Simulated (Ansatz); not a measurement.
Geometry optimisation, Ansatz 0.2.0, UKS PBE0/def2-SVP.

The input (input.yaml):

```yaml
crystal:
  periodic: [false, false, false]
  atoms:
    - { symbol: W, position_ang: [0.053491, 0.073756, -0.107912] }
    - { symbol: F, position_ang: [-0.623343, -0.534418, 1.510869] }
    - { symbol: H, position_ang: [1.650931, 0.40098, 0.28172] }
    - { symbol: H, position_ang: [0.375006, 1.660111, 0.347818] }
    - { symbol: H, position_ang: [-1.311603, 1.139685, 0.145052] }
    - { symbol: H, position_ang: [0.93141, -1.434061, 0.135659] }
    - { symbol: O, position_ang: [0.02492, 0.080387, -1.920802] }
    - { symbol: H, position_ang: [-0.28161, -0.165107, -2.801415] }
    - { symbol: H, position_ang: [-0.291402, -0.428934, 3.61191] }
magnetization:
  spin_polarized: true
  initial_magnetization: 1
basis:
  gaussian: { orbitals: def2-SVP }
hamiltonian:
  xc: pbe0
relax:
  f_tol: 0.03
  max_steps: 50
```

Run as:

```bash
$ ansatz run input.yaml --threads 2 --pin off --max-ram 3072MiB --backend cpu --events-out ev --progress --plain --runs-dir out
```

Question: Where does it end, and by what steps?

Answer: The run converged. After 9 steps the energy has fallen by 0.084 eV; H9 moved furthest, 1.06 Å.

| step | energy less start (eV) | largest force component (eV/Å) | accepted |
| --- | --- | --- | --- |
| 0 | 0.0000 | 0.281 | yes |
| 1 | -0.0272 | 0.193 | yes |
| 2 | -0.0562 | 0.199 | yes |
| 3 | -0.0705 | 0.201 | yes |
| 4 | -0.0775 | 0.114 | yes |
| 5 | -0.0813 | 0.041 | yes |
| 6 | -0.0824 | 0.084 | yes |
| 7 | -0.0834 | 0.057 | yes |
| 8 | -0.0839 | 0.043 | yes |
| 9 | -0.0842 | 0.020 | yes |

```xyz
9
Properties=species:S:1:pos:R:3
W 0.049 0.115 -0.248
F -0.663 -0.561 1.339
H 1.648 0.371 0.191
H 0.448 1.681 0.202
H -1.338 1.144 0.038
H 0.968 -1.352 0.013
O 0.038 0.120 -2.062
H -0.261 -0.162 -2.932
H -0.362 -0.563 4.661
```

Whether the end is a true minimum wasn't checked by a vibrational analysis.

Time of the run: 35 s on 2 threads of Arm Neoverse V2, with other jobs on the host, peak memory 0.24 GiB.
